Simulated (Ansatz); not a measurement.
`CO[Si]1(Cl)CO1` → `O=CC[SiH](O)Cl`  (isomerisation)

Isolated molecules relaxed with PBE0-D4/def2-TZVP in Ansatz; ΔE leaves out vibrations. CBS: MP2 limit from def2 TZ/QZ plus the TZ coupled-cluster correction, frozen cores. Each species was taken in one conformer, which may not be the lowest.

```json
{"species": "`CO[Si]1(Cl)CO1`", "HF/def2-QZVPP energy (Eh)": "-977.03624"}
{"species": "`O=CC[SiH](O)Cl`", "HF/def2-QZVPP energy (Eh)": "-977.07223"}
```

Problem. Work out ΔE.

Solution. ΔE = (-977.07223) − (-977.03624) = -0.03599 Eh = -0.98 eV. CCSD(T)/CBS gives -0.80 eV.

Largest T1 diagnostic among the species: 0.013.

In def2-TZVPP, CCSD(T) changes the Hartree–Fock value by +0.18 eV (the triples alone add +0.01 eV) and MP2 by +0.19 eV.
